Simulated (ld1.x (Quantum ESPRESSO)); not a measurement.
**Xe (Z = 54), ultrasoft: configuration errors across variants**

* Element: Xe
* Generator: ld1.x (Quantum ESPRESSO) 7.5
* Type: ultrasoft
* Functional: LDA (PZ)
* Relativity: scalar-relativistic
* Frozen core: [Kr]
* Valence charge: 18
* Reference configuration: 4d10 5s2 5p5 (charge +1)
* Partial waves: 5s (bound): rcut 1.55, rcutus 1.65 bohr; 5s channel at -1.1 Ry: rcut 1.55, rcutus 1.65 bohr; 5p (bound): rcut 1.40, rcutus 1.80 bohr; 5p channel at 1.15 Ry: rcut 1.40, rcutus 1.80 bohr; 4d (bound): rcut 1.10, rcutus 1.35 bohr; 4d channel at -4.35 Ry: rcut 1.10, rcutus 1.35 bohr
* Local potential: all-electron potential smoothed inside 1.55 bohr (lloc = -2)
* Core correction: none
* Augmentation charge: built from norm-conserving waves at rcut, not smoothed further

All-electron excitation energies from the reference (eV): (1) 4d10 5s2 5p6 -12.700; (2) 4d10 5s2 5p4 21.944; (3) 4d10 5s2 5p3 53.910; (4) 4d10 5s2 5p5.5 -7.450; (5) 4d10 5s2 5p2 96.543; (6) 4d10 5s1 5p6 12.235; (7) 4d9 5s2 5p6 55.093; (8) 4d10 5s2 5p5 spin -0.138; (9) 4d10 5s2 5p4 spin 21.312.

Spin tests fill each open shell by Hund’s rule, majority spin first.

Tests that are not counted but printed errors over 1 eV. “all radii scaled by about 1.26 (s 2.08, p 2.26, d 1.70 bohr, rcut 1.96/1.76/1.38); local potential all-electron potential smoothed inside 1.96 bohr (lloc = -2)”: 4d9 5s2 5p6 (solver errors, printed error -2543 eV).

3 further variants failed, have other tests or too few solved ones, and are left out.

Errors AE − PS in meV (a dash: test not solved or not reliable):

| change | (1) | (2) | (3) | (4) | (5) | (6) | (7) | (8) | (9) | bound ghosts |
| --- | --- | --- | --- | --- | --- | --- | --- | --- | --- | --- |
| base | +4.2 | -5.7 | -11 | +2.3 | -10 | -1.6 | -219 | +2.8 | +8.2 | none |
| all radii scaled by about 0.96 (s 1.58, p 1.72, d 1.30 bohr, rcut 1.48/1.34/1.06); local potential all-electron potential smoothed inside 1.48 bohr (lloc = -2) | +3.8 | -6.7 | -16 | +2.2 | -26 | -5.2 | -137 | +4.6 | +16 | none |
| all radii scaled by about 1.05 (s 1.74, p 1.88, d 1.42 bohr, rcut 1.62/1.46/1.16); local potential all-electron potential smoothed inside 1.62 bohr (lloc = -2) | +4.5 | -5.0 | -6.8 | +2.4 | +0.3 | +0.2 | -277 | +2.7 | +8.4 | none |
| all radii scaled by about 1.10 (s 1.82, p 1.98, d 1.48 bohr, rcut 1.70/1.54/1.20); local potential all-electron potential smoothed inside 1.70 bohr (lloc = -2) | +4.8 | -4.5 | -4.4 | +2.5 | +7.0 | +0.6 | -308 | +3.2 | +11 | none |
| all radii scaled by about 1.26 (s 2.08, p 2.26, d 1.70 bohr, rcut 1.96/1.76/1.38); local potential all-electron potential smoothed inside 1.96 bohr (lloc = -2) | +4.9 | -4.1 | -2.2 | +2.6 | +14 | -3.8 | – | +5.1 | +21 | none |
| all radii scaled by about 1.31 (s 2.16, p 2.36, d 1.78 bohr, rcut 2.04/1.84/1.44); local potential all-electron potential smoothed inside 2.04 bohr (lloc = -2) | +4.8 | -4.4 | -3.3 | +2.5 | +11 | -10 | – | – | – | not determined |
| all radii scaled by about 1.38 (s 2.28, p 2.48, d 1.86 bohr, rcut 2.14/1.92/1.52); local potential all-electron potential smoothed inside 2.14 bohr (lloc = -2) | -0.9 | -13 | – | +0.9 | -92 | -14 | +176 | +5.4 | +13 | not determined |

**Question.** Give the same row for: all radii scaled by about 1.18 (s 1.94, p 2.12, d 1.58 bohr, rcut 1.82/1.64/1.30); local potential all-electron potential smoothed inside 1.82 bohr (lloc = -2).

**Answer.** +4.9, -4.2, -2.7, +2.6, +12, -0.8, –, +3.9, +15; bound ghosts: none. Not counted: 4d9 5s2 5p6 (solver errors, printed error -2548 eV).
